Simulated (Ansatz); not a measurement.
2,4-difluorobenzenesulfonate, `O=S(=O)([O-])c1ccc(F)cc1F`, relaxed as a singlet with RKS r2SCAN-D4/def2-SVP in Ansatz, starting from the GFN2-xTB geometry. Force threshold 0.03 eV/Å.

Start:

```xyz
15

O     2.736    1.548    0.236
S     1.541    1.614    1.063
O     0.810    2.872    0.962
O     1.691    1.117    2.421
C     0.403    0.407    0.277
C    -0.804    0.853   -0.221
C    -1.701   -0.016   -0.823
C    -1.351   -1.349   -0.918
F    -2.215   -2.223   -1.506
C    -0.150   -1.836   -0.437
C     0.716   -0.930    0.164
F     1.879   -1.407    0.634
H    -1.010    1.906   -0.115
H    -2.649    0.321   -1.214
H     0.105   -2.880   -0.525
```

(1) Estimate the energy that the relaxation releases and the steps that it takes.

(2) Does the start keep its bonding and symmetry?

(3) Predict the relaxed structure.

Results:

(1) 2.6 kcal/mol, in 5 steps; 15 s on 4 threads of Intel Xeon Platinum 8488C on a shared host. No frequencies were taken in this run, so the end may be a saddle point.

(2) By distances, no bond broke or formed. The bond that changes most is S2–O3, from 1.46 to 1.49 Å (atoms count from 1). Point group Cs at the start, Cs at the end, both within 0.05 Å.

(3) 
Cartesian coordinates in Å:
```
O 2.771 1.530 0.226
S 1.557 1.620 1.071
O 0.823 2.908 0.974
O 1.704 1.090 2.447
C 0.408 0.430 0.282
C -0.819 0.863 -0.225
C -1.719 -0.021 -0.833
C -1.362 -1.362 -0.926
F -2.212 -2.237 -1.510
C -0.149 -1.841 -0.435
C 0.720 -0.928 0.165
F 1.880 -1.396 0.632
H -1.039 1.930 -0.120
H -2.681 0.311 -1.232
H 0.116 -2.897 -0.516
```
Bond lengths: 6 × C–C 1.39 to 1.40 Å; 3 × O–S 1.48 to 1.49 Å; 2 × C–F 1.34 to 1.35 Å; 1 × C–S 1.83 Å; 3 × C–H 1.09 Å.
